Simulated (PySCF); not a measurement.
**Correlation energy of K⁻ (potassium, charge -1)**

Starting occupation: [Ar] 4s2. All numbers are calculated (PySCF 2.14, X2C-1e with screened-nucleus spin-orbit coupling, Gaussian nucleus, in x2c-TZVPPall-2c with one added diffuse shell each of s, p, d type (7s7p4d, 48 functions)). Frozen: [He] 2s2; 16 electrons correlated.

MP2 pair energies summed by pair of shells (mhartree):

| pair | energy | share (%) |
| --- | --- | --- |
| 3p3/2-3p3/2 | -57.38 | 26.5 |
| 3p1/2-3p3/2 | -55.86 | 25.8 |
| 2p1/2-2p3/2 | -14.85 | 6.8 |
| 3p1/2-3p1/2 | -14.69 | 6.8 |
| 4s1/2-4s1/2 | -12.88 | 5.9 |
| 3p3/2-3s1/2 | -12.79 | 5.9 |
| 2p3/2-2p3/2 | -12.21 | 5.6 |
| 3p3/2-4s1/2 | -6.67 | 3.1 |
| 3s1/2-3s1/2 | -6.58 | 3.0 |
| 3p1/2-3s1/2 | -6.37 | 2.9 |
| 2p3/2-3p3/2 | -3.90 | 1.8 |
| 3p1/2-4s1/2 | -3.28 | 1.5 |
| 2p1/2-2p1/2 | -2.52 | 1.2 |
| 2p3/2-3p1/2 | -2.41 | 1.1 |
| 2p1/2-3p3/2 | -2.37 | 1.1 |
| 2p1/2-3p1/2 | -0.77 | 0.4 |
| 2p3/2-3s1/2 | -0.51 | 0.2 |
| 3s1/2-4s1/2 | -0.44 | 0.2 |
| 2p1/2-3s1/2 | -0.25 | 0.1 |
| 2p3/2-4s1/2 | -0.03 | 0.0 |
| 2p1/2-4s1/2 | -0.01 | 0.0 |

Total MP2 correlation energy: -216.76 mhartree.

```csv
level,correlation energy (mhartree)
CCSD,-232.77
(T),-3.41
CCSD(T),-236.18
```

Diagnostics: T1 = 0.030, largest double amplitude 0.095.

Cost of the coupled-cluster step: 310 s of wall time on 4 threads of Neoverse-V1 (shared host), for 16 occupied and 76 virtual spinors.

This basis was not built for core-valence correlation, so the inner-shell part is incomplete.
